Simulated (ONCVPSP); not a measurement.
## Pseudopotentials across the periodic table

Generated with ld1.x 7.5 (TM, RRKJ, ultrasoft, PAW), atompaw 4.2 or ONCVPSP 4.0.1. The cutoff is in Ry: for ld1.x and atompaw files where the sum of valence levels is converged to 10 mRy in a Bessel basis, for ONCV files where the hardest occupied wave has 1 mHa per electron of residual kinetic energy. The error is the largest all-electron minus pseudo excitation energy over each file’s own four to seven test configurations (ionisations up to +4, promotions, holes and added fractions of an electron), all of which were solved. The labels leave out finer settings (local radius, basis sizes, second energies), which also bear on the numbers. Spin-polarised tests are not counted. The rows are a selection from randomly drawn settings: files with unsolved tests, undetermined cutoffs or missed reference levels are left out.

| element | potential | cutoff (Ry) | largest error (meV) | bound ghosts |
| --- | --- | --- | --- | --- |
| Ne | ONCV, LDA (Perdew-Wang 92), non-relativistic, rc 0.65/1.05/0.90 (spd), local smoothed, core correction yes, reference 2s2 2p5.75, qcut 11.5/10.6/9.7, projectors 2/3/2 | 135 | +136 | none |
| Br | ONCV, revPBE, fully relativistic, rc 0.85/0.95/0.75 (spd), local smoothed, core correction yes, reference 3s2 3p6 3d10 4s1.5 4p5.5, qcut 11/14.4/21.6, projectors 2/2/1 | 372 | +9.8 | none |
| Rh | ONCV, LDA (Perdew-Zunger), fully relativistic, rc 1.90/1.40/2.15 (spd), local smoothed, core correction no, reference 4s2 4p6 4d8 5s0.75, qcut 4.8/11.2/8.1, projectors 2/3/3 | 88 | +8.0 | none |
| Ba | ONCV, PBEsol, scalar-relativistic, rc 2.60/1.85/2.45 (spd), local smoothed, core correction no, reference 5s2 5p6 6s1, qcut 5.1/4.1/3.7, projectors 3/2/1 | 65 | -78 | none |
| Eu | ONCV, LDA (Perdew-Zunger), scalar-relativistic, rc 1.85/1.60/3.25 (spd), local smoothed, core correction no, reference 5s2 5p6 5d1 6s2, qcut 5.6/6.2/4.2, projectors 2/2/1 | 32 | -26 | none |
| Re | ONCV, PBE, scalar-relativistic, rc 1.90/1.65/2.25 (spd), local smoothed, core correction yes, reference 5s2 5p6 5d5 6s1.75, qcut 5.7/7.8/7.6, projectors 2/2/2 | 41 | -14 | none |
| Os | ONCV, PBEsol, scalar-relativistic, rc 1.85/1.40/2.20 (spd), local smoothed, core correction no, reference 5s2 5p6 5d6 6s2, qcut 6.9/11.5/7.7, projectors 2/1/1 | 79 | -17 | none |
| Ir | ONCV, PBE, scalar-relativistic, rc 1.75/1.45/1.70 (spd), local smoothed, core correction yes, reference 5s2 5p6 5d8 6s1, qcut 7/8.1/5.7, projectors 2/2/2 | 52 | -14 | none |

(1) Fill in the row for Ge: ONCV, PBE, scalar-relativistic, rc 1.85/2.40 (sp), local smoothed, core correction yes, reference 4s1.5 4p2.5, qcut 3.7/4.1, projectors 1/3.

(2) Fill in the row for Os: ONCV, LDA (Perdew-Zunger), scalar-relativistic, rc 1.55/1.35/2.15 (spd), local smoothed, core correction no, reference 5s2 5p6 5d6 6s1.75 6p0.25, qcut 9.1/6.3/7.8, projectors 2/2/1.

## Answers

(1) cutoff 26 Ry, largest error +46 meV, bound ghosts: none.

(2) cutoff 129 Ry, largest error -7.1 meV, bound ghosts: none.
